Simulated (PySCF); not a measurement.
A structure optimised at PBE0-D3(BJ)/def2-TZVP, used in a PySCF frequency run:

```xyz
7

Si    -1.5654    -0.0055     0.0000
As     0.7988     0.0613     0.0000
H     -2.0492     0.7111     1.2086
H     -2.0492     0.7111    -1.2086
H     -2.1178    -1.3846     0.0000
H      0.8850    -0.9908     1.0974
H      0.8850    -0.9908    -1.0974
```
Charge 0, spin multiplicity 1.

### Question
Write its SMILES, formula and point group.

### Answer
[SiH3][AsH2], AsH5Si, Cs

### Question
What are its rotational constants (standard atomic weights)?

### Answer
48.130, 3.7394, 3.7326 GHz
